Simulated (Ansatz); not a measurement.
Computed with Ansatz on PBE0-D4/def2-TZVP structures; ΔE is electronic, products minus reactants. CCSD(T)/CBS is the MP2 limit (def2-TZVPP, def2-QZVPP) plus CCSD(T) − MP2 in def2-TZVPP, frozen cores. DFT in def2-TZVPP. Each species was taken in one conformer, which may not be the lowest.

`O/C(Cl)=C/[SiH3]` + `B[SiH2]CS` → `B[SiH2]CS[SiH3]` + `C=C(O)Cl`  (ligand exchange at the Si–C bond)

Question: Is it downhill or uphill in electronic energy at CCSD(T)/CBS, and by how much? (Best estimate.)

Answer: Ansatz gave: Downhill: ΔE = -41.2 kJ/mol.

Question: What do these levels give: ωB97X-V, ωB97M-V, PBE0, HF/def2-QZVPP, SCS-MP2/def2-QZVPP, MP2/CBS(def2)? (Estimate.)

Answer: The calculation gave: ωB97X-V -39.8, ωB97M-V -39.4, PBE0 -40.7, HF/def2-QZVPP -41.4, SCS-MP2/def2-QZVPP -40.3, MP2/CBS(def2) -42.2 kJ/mol.

Largest T1 diagnostic among the species: 0.012.
